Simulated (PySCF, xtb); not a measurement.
Al₂O, SMILES [Al][O][Al] (connectivity only; charge and spin as stated), neutral, multiplicity 1.

GFN2-xTB run with xtb 6.7.1 at its own geometry gives an orbital gap of 2.63 eV and a dipole moment of 0.00 D.

The structure is a stationary point at r2SCAN-D4/def2-TZVP.

Question: What does PySCF with r2SCAN/def2-TZVPD give? (Estimate from the structure and the level; the computed values follow.)

Answer: gap 3.66 eV (levels -5.41 and -1.75 eV), dipole 0.00 D.
